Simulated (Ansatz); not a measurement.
The molecule InCl, closed-shell singlet (the spin of the measured ground state). No spin–orbit coupling.

The constants come from a fifth-degree fit in 1/R (seven points, main isotopes). Runs in def2 and cc sets follow the lowest solution found near the PBE0 minimum. The singlet is held restricted.

Correlated levels freeze the inner cores; with def2 sets outer-core shells near the valence are correlated too. CBS: X⁻³ extrapolation of the correlation energy, Hartree–Fock from the larger set.

Run with Ansatz (a quantum-chemistry and plane-wave program) with Gaussian orbitals. Values without a source in brackets are computed. In def2 rows elements past Kr take small-core potentials, without spin–orbit coupling.

Problem. What bond length and harmonic frequency does B97M-V/def2-TZVPP give, and what D_e (from each atom's lowest state at the same level)?

Solution. r_e = 2.428 Å, ω_e = 307 cm⁻¹, D_e = 4.80 eV.

Problem. What bond length and harmonic frequency does CCSD/def2-TZVPP give, and what D_e (from each atom's lowest state at the same level)?

Solution. r_e = 2.409 Å, ω_e = 322 cm⁻¹, D_e = 4.35 eV.

Problem. What bond length and harmonic frequency does CCSD(T)/CBS(def2-TZVPP, def2-QZVPP) give, and what D_e (from each atom's lowest state at the same level)?

Solution. r_e = 2.406 Å, ω_e = 315 cm⁻¹, D_e = 4.73 eV.

Measured for the ground state: r_e 2.4012 Å [microwave values compiled in ACS Omega 2, 8373 (2017)]. D_0 4.48 ± 0.083 eV (a handbook's tabulated 298 K bond energy less 3RT/2; such tables hold older values) [Luo, bond dissociation energies, CRC Handbook]. dipole 3.79 D [compilation of Liu, Meijer and Pérez-Ríos].
